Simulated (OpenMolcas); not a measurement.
# Rh III: effect of the IPEA shift

| Quantity | Value |
| --- | --- |
| Program | OpenMolcas |
| Basis | ANO-RCC-VQZP [8s7p5d3f2g1h] |
| Scalar Hamiltonian | DKH2, point nucleus |
| Active space | 7 electrons in 6 orbitals (4d 5s) |
| State averaging | 2S+1 = 4 even, 60 roots; 2S+1 = 6 even, 5 roots kept (CI in the orbitals of an earlier block); 2S+1 = 2 even, 110 roots kept (CI in the orbitals of an earlier block) |
| Spin-orbit coupling | state interaction with AMFI integrals over the reference wave functions, term energies averaged over their components |

Methods on the same reference wave functions:
A. CASSCF
B. MS-CASPT2, IPEA 0 Eh, imaginary shift 0.1 Eh (closed shells correlated: 4s 4p)
C. MS-CASPT2, IPEA 0.25 Eh, imaginary shift 0.1 Eh (closed shells correlated: 4s 4p)

Energies in cm⁻¹ above 4d⁷ ⁴F_9/2, the measured ground level; measured values from the list in Shadmi, J. Res. Natl. Bur. Stand. 70A, 435 (1966).

```
               Level      A      B      C  Measured
          4d⁷ ⁴F_9/2    0.0    0.0    0.0       0.0
          4d⁷ ⁴F_7/2   2207   2260   2250      2148
          4d⁷ ⁴F_5/2   3651   3650   3650      3486
          4d⁷ ⁴F_3/2   4576   4510   4520      4322
          4d⁷ ⁴P_5/2  14862  10850  11200     11062
   4d⁷ ⁴P_3/2 [71 %]  14990  10620  11080     10997
          4d⁷ ²G_9/2  15884  12420  13070          
          4d⁷ ⁴P_1/2  16423  12290  12680          
          4d⁷ ²G_7/2  18051  14540  15220          
         4d⁷ ²H_11/2  21296  17230  17860          
       4d⁷ ²D_5/2(1)  22712  17700  18420          
          4d⁷ ²P_1/2  23048  17510  18250          
          4d⁷ ²H_9/2  23452  19450  20080          
4d⁷ ²D_3/2(1) [69 %]  26416  21260  21980          
          4d⁷ ²F_5/2  34618  26120  26980          
          4d⁷ ²F_7/2  35650  27220  28080          
       4d⁶ 5s ⁶D_9/2  36087  41430  42080     43022
       4d⁶ 5s ⁶D_7/2  37393  42750  43390     44394
       4d⁶ 5s ⁶D_5/2  38274  43600  44250     45278
       4d⁶ 5s ⁶D_3/2  38869  44190  44840     45877
       4d⁶ 5s ⁶D_1/2  39216  44530  45180          
    4d⁶ 5s ⁴D_7/2(1)  50931  52050  53290          
    4d⁶ 5s ⁴D_5/2(1)  52377  53510  54750          
    4d⁶ 5s ⁴D_3/2(1)  53299  54400  55650
```

Deviations, from unrounded energies. A percentage is the sum of absolute deviations over the sum of measured energies, with the sign that they share, or ± where signs differ.

```json
{"Against measurement": "mean absolute deviation (cm-1)", "Levels": "9", "A": "4000", "B": "850", "C": "520"}
{"Against measurement": "fine structure of the ground term (%)", "Levels": "3", "A": "+4.8", "B": "+4.7", "C": "+4.7"}
{"Against measurement": "other terms of the ground configuration (%)", "Levels": "2", "A": "+35.3", "B": "-2.6", "C": "+1.0"}
{"Against measurement": "other configurations (%)", "Levels": "4", "A": "-15.7", "B": "-3.7", "C": "-2.2"}
```

C lies closest to measurement on these levels and A furthest from it. The largest miss of C in the table is 4d⁶ 5s ⁶D_3/2, by -1000 cm-1. The ranking rests on the paired levels alone, and a cruder setting can come out closer through cancelling errors.

Between B and C the level of the table that moves most is 4d⁶ 5s ⁴D_3/2(1), by 1300 cm-1 (lowest in B, highest in C). Moves below CASPT2's spread within the term are not significant.

The mean deviations of B to C differ by less than CASPT2's widest spread within a term (1600 cm-1), so their order carries little weight.

From A to B the spin-free energies of the other terms of 4d⁷ shown, above ⁴F, scale by factors of 0.70 to 0.79.

The lowest spin-free term lies below A's lowest term by 0.563 hartree in B, 0.551 hartree in C.

CASPT2 does not keep the components of a term degenerate, so their means are used; among the terms shown or strongly mixed into the levels shown the widest spread is 1600 cm-1 (4d⁷ ⁴F, B). Terms from blocks run as CI alone lack orbitals of their own. A single d shell beside an s shell can misplace configurations of different d count against each other. Without dynamic correlation excited terms often stand tens of per cent too high (terms of higher spin than the ground term too low), and those without a measured partner can miss by more than the paired ones (holds for A). Blocks of more than 70 roots (2S+1 = 2 even) ran without multistate coupling (holds for B; C). The CASPT2 spread within a term exceeds the gap to the next term for 4d⁷ ²H and 4d⁷ ²D(1), so the order of their levels is uncertain (holds for B). Measured partners are found by configuration, term and J. A level has none where our copy of the source lacks it or the pairing is in doubt (some pairs that miss far off the trend of their configuration count as doubtful), and it then counts in no deviation. Only configurations of the active space appear. Levels that lie high or do not pair safely by name in every column are left out.

A share in square brackets marks a mixed level and gives the weight of the term that names it, the lowest over the columns. A number in round brackets counts repeated terms of one configuration in the order of the reference energies.
